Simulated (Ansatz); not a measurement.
A series at Al: from `[OH][Al]([OH])[OH]`, ligands are replaced one by one, each step taking up H₂S and setting free H₂O; n counts the steps. Ansatz, PBE0-D4/def2-TZVP geometries. Each molecule was computed in one conformer, which needn't be the lowest.

```
n              molecule  HOMO energy, ωB97M-V/def2-TZVPP (eV)
0  `[OH][Al]([OH])[OH]`                                     ?
1  `[OH][Al]([OH])[SH]`                                 -9.77
2  `[OH][Al]([SH])[SH]`                                 -9.85
3  `[SH][Al]([SH])[SH]`                                 -9.90
```

Question: By hand: fit a straight line y = ȳ + b (n − n̄) to the 3 given rows and predict n = 0.

Answer: n̄ = 2.000, ȳ = -9.840; Σ(n − n̄)(y − ȳ) = -0.130, Σ(n − n̄)² = 2.000, so b = -0.065 eV a step. Prediction: -9.840 + (-0.065) × (-2.000) = -9.71 eV.

Question: By hand: compare with the computed value, -11.53 eV, and give the steps along the whole series.

Answer: The line misses by -1.82 eV (computed minus predicted). Steps: 1.76, -0.08, -0.05 eV.

The steps change sign along the series, so a line is a poor guide. The highest orbital can change its character along such a series. The miss is 103.4 % of the series' range.
